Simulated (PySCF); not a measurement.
Br2OV, neutral, multiplicity 2. Atoms are numbered in the order given.

```xyz
4

V      0.0000     0.0000     0.6195
O      0.0000     0.0000     2.1684
Br     0.0000    -2.0626    -0.4514
Br     0.0000     2.0626    -0.4514
```
Charge 0, spin multiplicity 2.

The structure is a stationary point at B3LYP-D3(BJ)/def2-SVP. The multiplicity is an assumed one; other spin states were not compared.

Computed with ωB97X/def2-TZVP (PySCF).

ESP charges are fitted to the potential on shells at 1.4 to 2.0 van der Waals radii. Atomic charges (e):

```csv
atom,ESP fit,Löwdin,Mulliken spin
V1,0.56,-0.16,1.13
O2,-0.24,-0.12,-0.11
Br3,-0.16,0.14,-0.01
Br4,-0.16,0.14,-0.01
```
